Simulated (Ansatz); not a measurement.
AlBFH$_{3}$Si (`F[B]1[AlH][SiH2]1`). Total charge 0; spin multiplicity 1. The geometry is a stationary point of PBE0-D4/def2-TZVP.

```xyz
7

F     1.058    1.042   -2.163
B     0.563    0.429   -1.105
Al   -1.059   -0.675   -0.466
Si    0.506    0.680    0.800
H    -2.213   -1.738   -0.235
H     1.207    1.015    2.082
H    -0.062   -0.753    1.087
```

Question: What is the dipole moment at r2SCAN/def2-TZVPP? (An estimate is asked.)

Answer: The calculation gave: 1.27 D, with components (-0.75, -0.56, 0.87) D in this frame, pointing from negative to positive charge.

Question: And with PBE, B3LYP, ωB97M-V? (Best estimate.)

Answer: Ansatz gave: PBE 1.18 D, B3LYP 1.29 D, ωB97M-V 1.31 D.

Question: Give the Mulliken charges with r2SCAN, ωB97M-V, B3LYP in def2-TZVPP. (An estimate is asked.)

Answer: Ansatz gave: 
| atom | r2SCAN | ωB97M-V | B3LYP |
| --- | --- | --- | --- |
| F1 | -0.26 | -0.23 | -0.23 |
| B2 | 0.40 | 0.39 | 0.45 |
| Al3 | 0.13 | 0.06 | 0.07 |
| Si4 | -0.05 | -0.14 | -0.10 |
| H5 | -0.11 | -0.07 | -0.09 |
| H6 | -0.06 | 0.00 | -0.04 |
| H7 | -0.05 | -0.02 | -0.06 |

B3LYP here is the variant with VWN-RPA as its local correlation; programs differ in this.
